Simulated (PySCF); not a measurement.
The third ionisation energy along group 13

Calculated with PySCF 2.14 from differences of total energies of unrestricted determinants, without spin-orbit coupling. Values in eV. The last column holds reference values (NIST; (s) semi-empirical, (t) theoretical, else measured). Unmarked ones compare directly (S terms, centres of terms, or small fine structure); those marked * lie between the lowest fine-structure levels and include a spin-orbit shift.

```tsv
element	configurations	UHF	LDA	PBE	PBE0	r2SCAN	reference
B (dyall-av2z, non-relativistic)	[He] 2s1 → 1s2	37.803	37.884	38.264	38.207	37.845	37.931
Al (dyall-av2z, non-relativistic)	[Ne] 3s1 → [Ne]	28.035	28.798	28.800	28.667	28.358	28.448
Ga (dyall-av2z, non-relativistic)	[Ar] 3d10 4s1 → [Ar] 3d10	29.187	31.378	31.067	30.685	30.780	30.726
In (dyall-av2z, non-relativistic)	[Kr] 4d10 5s1 → [Kr] 4d10	25.562	27.767	27.384	27.044	27.033	28.044
```

```tsv
method	elements	mean error (eV)	mean absolute error (eV)	largest error (eV)
UHF	4	-1.140	1.140	-2.483
LDA	4	0.170	0.332	0.652
PBE	4	0.092	0.422	-0.660
PBE0	4	-0.136	0.384	-1.001
r2SCAN	4	-0.283	0.310	-1.011
```

Errors include the incompleteness of the basis and the frozen core.
